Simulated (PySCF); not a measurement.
Species: C7H13 (doublet state).
Z-matrix (Å and degrees, GFN2-xTB geometry), rows numbered from 1:
```
C 
C   1  1.4775
C   2  1.4705  1  123.86
C   3  1.5452  2  113.99  1  -118.56
C   4  1.5309  3  104.65  2  -162.91
C   5  1.5411  4  105.95  3    24.81
C   6  1.5301  5  105.80  4     0.97
H   1  1.0878  2  111.21  3    -5.56
H   1  1.0945  2  111.18  3  -126.68
H   1  1.0964  2  111.26  3   115.22
H   2  1.0781  1  118.01  3  -177.80
H   3  1.0945  2  110.09  1     3.80
H   4  1.0909  3  108.82  2   -44.70
H   4  1.0888  3  111.83  2    74.87
H   5  1.0903  4  110.21  3   -94.47
H   5  1.0896  4  111.14  3   146.35
H   6  1.0896  5  111.81  4   122.17
H   6  1.0906  5  110.24  4  -118.16
H   7  1.0910  3  108.84  2    45.45
H   7  1.0887  3  111.92  2   -74.27
```

The hyperfine couplings belong to this conformer and change with its torsions.

The species is `C[CH]C1CCCC1` [radical].

Level of theory: UKS B3LYP, pcH-1 on C H, non-relativistic, mean-field spin-orbit, GIAO in PySCF. Geometry: GFN2-xTB, one conformer, isolated molecule. The geometry wasn't refined by DFT: couplings that depend on bond lengths, twists or pyramidal angles can differ widely from those at the functional's own minimum. No stability test was run, so a lower SCF solution isn't excluded.

(1) What is the g tensor, term by term?

(2) What are the electron Larmor frequencies g μB B/h along the three axes at 340 mT?

(3) At 93.844 GHz, how far is the centre of the isotropic spectrum from where a free electron (g = 2.002319) resonates?

(4) In a frozen sample, at which fields do the three g values resonate at 9.5, 34, 94 and 263 GHz (hyperfine left aside), and which band first spreads them over more than twice a line width of 0.3 mT?

Results:

(1) 
| Δg (ppm) | 1 | 2 | 3 |
| --- | --- | --- | --- |
| relativistic mass correction | -149 | -149 | -149 |
| gauge correction | 4 | 37 | 28 |
| orbital Zeeman/spin–orbit | -58 | 478 | 780 |
| total | -203 | 366 | 659 |

So g = 2.00212, 2.00268, 2.00298 and g_iso = 2.00259; the tensor is rhombic: the two nearest values differ by 34 % of g3 − g1. Axes: g3 points within 5° of the C2–H11 bond.

(2) 9.5275, 9.5302, 9.5316 GHz for g1, g2 and g3, a range of 4.1 MHz.

(3) B = hν/(g μB) with μB/h = 13.99624 MHz/mT gives 3348.59 mT for the free electron and 3348.13 mT at g_iso, 0.46 mT lower.

(4) 
```
band    GHz  B(g3) mT  B(g2) mT  B(g1) mT  spread mT
   X    9.5    338.87    338.92    339.02       0.15
   Q   34.0   1212.81   1212.98   1213.33       0.52
   W   94.0   3353.05   3353.54   3354.49       1.44
   J  263.0   9381.41   9382.78   9385.45       4.04
```

The spread grows in proportion to the frequency. W band is the first where it exceeds 0.6 mT.

Largest spin populations (Mulliken): C2 (+1.03), C1 (-0.09) and C3 (-0.09). C2 is the only atom above +0.15. The positive populations add up to 1.23 and the negative ones to -0.23, together 2S = 1. The angles at C2 add up to 360.0°, so it is planar; its axial dipolar tensor and the negative coupling of its proton fit spin in a p orbital normal to that plane.

The HOMO–LUMO gaps are 5.92 eV among the α and 7.59 eV among the β orbitals.

On Arm Neoverse V2, one thread, no GPU, shared host with 96 logical CPUs at a one-minute load of 43, this took 75 s wall (with the writing of density and orbital grids) and 0.98 GiB of memory at its peak.
